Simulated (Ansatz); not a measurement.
Basis-set extrapolation for C3H7AlO (`O[C]1([AlH2])CC1`) (PBE0-D4/def2-TZVP geometry, frozen core, Ansatz). Multiplicity 1, RHF reference.

|  | def2-TZVPP | def2-QZVPP |
| --- | --- | --- |
| HF | -434.477409 | -434.493487 |
| MP2 correlation | -0.824925 | -0.881950 |
| CCSD(T) correlation | -0.898916 | not run |

Energies in hartree. Use E(X) = E(∞) + A·exp(−7.88·√X) for Hartree–Fock and E(X) = E(∞) + B·X^(−2.97) for correlation, with X = 3 and 4, and add CCSD(T) minus MP2 of the smaller set to the MP2 limit.

What is the CCSD(T) energy at the basis-set limit?

HF limit: -434.493487 + (-0.016078) × 0.13774 = -434.49570. MP2 limit: -0.881950 + (-0.057025) × 0.74074 = -0.92419. Higher-order term: -0.898916 − (-0.824925) = -0.07399. Total: -435.49388 hartree, 308.6 kJ/mol below CCSD(T)/def2-TZVPP.
